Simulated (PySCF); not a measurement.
Compound: C4H7BO.
SMILES with atom numbers: `[CH:1]#[C:2][BH:3][CH2:4][O:5][CH3:6]` (hydrogens: H7 on C1; H8 on B3; H9, H10 on C4; H11, H12, H13 on C6)

Jobs on this species (13 atoms, 44 electrons) with PySCF (density fitting). Hardware of each: one thread, Arm Neoverse V1 (aarch64), no GPU (shared host). Other jobs ran on the host; a repeat could differ by tens of per cent or more. Peak memory is the resident size of the whole Python process, interpreter and libraries included.

```tsv
level and settings	work	basis functions	SCF cycles	wall time	peak memory
B97-2/pcSseg-1	shieldings	137	?	?	?
BLYP/pcSseg-1	shieldings	137	?	?	?
BP86/pcSseg-1	shieldings	137	15	16 s	0.72 GiB
LDA/pcSseg-1	shieldings	137	15	13 s	0.67 GiB
B97-D/pcSseg-1	shieldings	137	15	16 s	0.72 GiB
BHandHLYP/pcSseg-1	shieldings	137	13	10 s	0.70 GiB
WP04/pcSseg-1	shieldings	137	15	11 s	0.70 GiB
KT2/pcSseg-1	shieldings	137	16	17 s	0.72 GiB
HF/pcSseg-1	shieldings	137	12	5.2 s	0.67 GiB
```

Question: Fill in the missing figures.

Answer: 
- B97-2/pcSseg-1; shieldings: 11 s, 0.70 GiB, 14 SCF cycles
- BLYP/pcSseg-1; shieldings: 17 s, 0.72 GiB, 17 SCF cycles

Question: What do all jobs in the table cost together?

Answer: About 1.9 min; the longest takes about 15 % of that, and about 3.3 times as long as the shortest.
